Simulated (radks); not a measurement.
Spherical quantum dot in the effective-mass picture: electrons in a well V = -V0 / (1 + exp((r - R)/a)) with V0 = 4.16, R = 12.6, a = 0.67, all in effective atomic units (hartree* = m*/eps^2 hartree, bohr* = eps/m* bohr), one dielectric constant everywhere. Calculated with a radial shooting solver with Libxc functionals: non-relativistic Kohn-Sham, LDA (Slater exchange, Perdew-Wang correlation), spin-polarised, spherical densities. Levels are named by radial order and angular momentum (1s, 1p, 1d, 2s, ...), and open shells are averaged over m. Results are scaled to m* = 0.109 and eps = 5.7, for which hartree* = 91.29 meV and bohr* = 2.767 nm.

N = 25, configuration 1s2 1p6 1d10 1f(up 7, down 0). This is the lowest configuration that the search found (a dilute case). Occupied and some empty levels:

level    occupation  eigenvalue (meV)  <r> (nm)
1s up             1           -150.92     25.17
1p up             3           -149.73     25.32
1s down           1           -149.26     25.08
1p down           3           -148.05     25.26
1d up             5           -147.41     25.57
1d down           5           -145.71     25.52
1f up             7           -144.02     25.84
1f down           0           -142.32     25.82
1g up             0           -139.65     26.13
1g down           0           -137.93     26.12
2s up             0           -130.44     16.87
2s down           0           -129.88     16.58
2p up             0           -126.89     18.87
2p down           0           -126.17     18.67
2d up             0           -121.88     20.29
2d down           0           -121.03     20.14

Energy (meV): total -6454.62, kinetic 287.48, external -9274.2, Hartree 2897.3, exchange-correlation -365.17.
